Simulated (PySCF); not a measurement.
In(OH)2(OSiH3) (H₅InO₃Si), SMILES [O]([In]([OH])[OH])[SiH3].

Geometry optimised at PBE-D3(BJ)/def2-SVP. The def2 effective core potentials stand for the cores of In; spin–orbit coupling is left out. One conformer was computed; it need not be the lowest.

Method: PBE-D3(BJ)/def2-SVP (PySCF).

Frequencies are harmonic and unscaled.

| mode | ν (cm⁻¹) | IR (km/mol) | moving atoms (share of kinetic energy) |
|---|---|---|---|
| 1 | 28 | 1.3 | H 66 %, O 27 % |
| 2 | 53 | 3.5 | H 47 %, O 45 % |
| 3 | 62 | 0.0 | O 52 %, Si 27 %, H 12 %, In 9 % |
| 4 | 108 | 28.9 | O 77 %, In 11 %, H 10 % |
| 5 | 127 | 33.7 | O 65 %, In 29 % |
| 6 | 142 | 2.0 | H 91 % |
| 7 | 145 | 6.9 | O 46 %, Si 28 %, In 16 %, H 10 % |
| 8 | 254 | 146.1 | H 91 %, O 8 % |
| 9 | 446 | 9.7 | O 57 %, Si 21 %, In 12 %, H 10 % |
| 10 | 557 | 37.8 | O 89 % |
| 11 | 592 | 64.9 | O 80 %, In 19 % |
| 12 | 693 | 44.7 | H 84 %, Si 9 % |
| 13 | 701 | 40.7 | H 79 %, O 11 %, Si 10 % |
| 14 | 807 | 141.4 | H 94 % |
| 15 | 851 | 14.6 | H 91 % |
| 16 | 909 | 69.5 | H 96 % |
| 17 | 916 | 54.6 | H 93 % |
| 18 | 928 | 368.3 | O 71 %, Si 22 % |
| 19 | 967 | 291.4 | H 92 % |
| 20 | 2134 | 161.2 | H 96 % |
| 21 | 2135 | 103.4 | H 98 % |
| 22 | 2164 | 138.8 | H 97 % |
| 23 | 3699 | 29.8 | H 94 % |
| 24 | 3701 | 65.8 | H 94 % |
